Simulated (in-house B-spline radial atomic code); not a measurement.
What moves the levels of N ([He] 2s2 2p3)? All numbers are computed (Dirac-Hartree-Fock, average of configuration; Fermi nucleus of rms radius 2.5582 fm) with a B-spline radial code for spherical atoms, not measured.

Baseline run (computed): total energy -54.3277 hartree, 1s1/2 at -15.67641 hartree, 2p3/2 at -13.828 eV with <r> = 1.447 bohr.

Scaling the speed of light c (a factor of 100 is close to the non-relativistic limit):

| c/c0 | ΔE (hartree) | 2p3/2 level (eV) | 2p3/2 <r> (bohr) |
| --- | --- | --- | --- |
| 0.9 | -0.0074145 | -13.8254 | 1.447 |
| 0.98 | -0.001303 | -13.8279 | 1.447 |
| 1.02 | 0.001227 | -13.8289 | 1.447 |
| 2 | 0.023677 | -13.838 | 1.447 |
| 100 | 0.031557 | -13.8413 | 1.447 |

(1) The nuclear charge is raised by 0.1. What does the Hellmann-Feynman theorem predict for the energy, and what is found?

Answers

(1) dE/dZ ≈ -Σ<1/r>, which is -18.3198 at the start and -18.6486 at the end; their mean times 0.1 is -1.8484 hartree, and the two runs differ by -1.8484 hartree.
